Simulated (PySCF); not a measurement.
Electron correlation in Br⁺ (bromine, charge +1)

[Ar] 3d10 4s1 4p5, high-spin 3P determinant (an excited configuration). Computed with PySCF 2.14 in x2c-TZVPPall with one added diffuse shell each of s, p, d type (7s6p5d1f, 57 functions), with the spin-free X2C one-electron Hamiltonian (Gaussian nucleus). Frozen: [Ar] 3d10; 6 electrons correlated.

MP2 pair energies summed by pair of shells (mhartree):

| pair | energy | share (%) |
| --- | --- | --- |
| 4p-4p | -128.11 | 89.0 |
| 4s-4p | -15.80 | 11.0 |

Total MP2 correlation energy: -143.91 mhartree.

Same-spin part -26.66 and opposite-spin part -117.25 mhartree; SCS-MP2 scales them by 1/3 and 6/5 to -149.59 mhartree.
